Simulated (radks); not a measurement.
Problem. All-electron atom: Tc in [Kr] 4d5 5s2 (the NIST ground configuration). All-electron calculation, scalar-relativistic Kohn-Sham, r2SCAN, spin-polarised, spherical densities, finite nucleus; open shells are filled with parallel spins first (spin-orbit coupling, left out, can overturn this in heavy ions); meta-GGA in the generalised Kohn-Sham scheme; Fermi nuclear charge, rms radius 4.4112 fm. Program: a radial shooting solver on a logarithmic mesh with Libxc functionals. Some entries of the table are withheld. Estimate them.

| orbital | occ. | eigenvalue (eV) | <r> (bohr) |
|---|---|---|---|
| 1s down | 1 | -20912.68 | 0.03429 |
| 1s up | 1 | -20912.66 | 0.03429 |
| 2s up | 1 | -2996.232 | 0.1495 |
| 2s down | 1 | -2995.333 | 0.1495 |
| 2p up | 3 | -2678.845 | 0.1304 |
| 2p down | 3 | -2678.196 | 0.1304 |
| 3s up | 1 | -527.0776 | 0.4143 |
| 3s down | 1 | -526.8086 | 0.4144 |
| 3p up | 3 | -421.9842 | 0.4157 |
| 3p down | 3 | -421.6218 | 0.4157 |
| 3d up | 5 | -252.5177 | 0.3991 |
| 3d down | 5 | -251.7992 | 0.3990 |
| 4s up | 1 | (1) | 1.066 |
| 4s down | 1 | (2) | 1.056 |
| 4p up | 3 | (3) | 1.181 |
| 4p down | 3 | (4) | 1.168 |
| 4d up | 5 | -8.4134 | 1.682 |
| 5s up | 1 | -5.8038 | 3.135 |
| 5s down | 1 | -4.3438 | 3.655 |
| 4d down | 0 | -3.8055 | 1.874 |

Solution. 
(1) 4s up eigenvalue (eV): -76.8977
(2) 4s down eigenvalue (eV): -72.8693
(3) 4p up eigenvalue (eV): -48.3017
(4) 4p down eigenvalue (eV): -43.8288
